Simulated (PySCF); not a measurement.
# UHF on Ge (germanium, neutral)

Configuration: [Ar] 3d10 4s2 4p2, high-spin 3P determinant. Computed with PySCF 2.14 in jorge-DZP-DKH, with scalar relativity by spin-free X2C-1e.

- Total energy: -2096.932591 hartree
- One-electron energy: -2923.0362 hartree
- Hartree (Coulomb) energy: 904.7130 hartree
- Exchange energy: -78.6095 hartree
- ⟨S²⟩: 2.0011
- ⟨L²⟩: 2.002
- Sum of ⟨r⟩: 23.95 bohr
- Sum of ⟨r²⟩: 39.99 bohr²
- Traceless quadrupole moment −½Σ⟨3z² − r²⟩ along its main axis: 3.63 e·bohr²
- Langevin diamagnetic susceptibility: -31.7 ×10⁻⁶ cm³/mol
- Time after the integrals: 0.12 s of wall time on 1 thread of Neoverse-V2 (shared host)

```csv
shell,electrons,mean orbital energy (hartree),spread (hartree),"rms radius, mean of both spins (bohr)"
1s α,1,-410.81127,0,0.0542
1s β,1,-410.80730,0,0.0542
2s α,1,-53.40098,0,0.227
2s β,1,-53.40032,0,0.227
2p α,3,-46.50794,0.00140,0.203
2p β,3,-46.50435,0.00392,0.203
3s α,1,-7.38835,0,0.668
3s β,1,-7.38165,0,0.668
3p α,3,-5.19657,0.00052,0.701
3p β,3,-5.18653,0.01408,0.701
3d α,5,-1.58013,0.00890,0.809
3d β,5,-1.57490,0.01457,0.809
4s α,1,-0.63216,0,2.35
4s β,1,-0.48342,0,2.35
4p α,2,-0.28111,0,3.02
```

Densities and radii are taken from the X2C orbitals without a picture-change correction, which distorts them close to the nucleus.
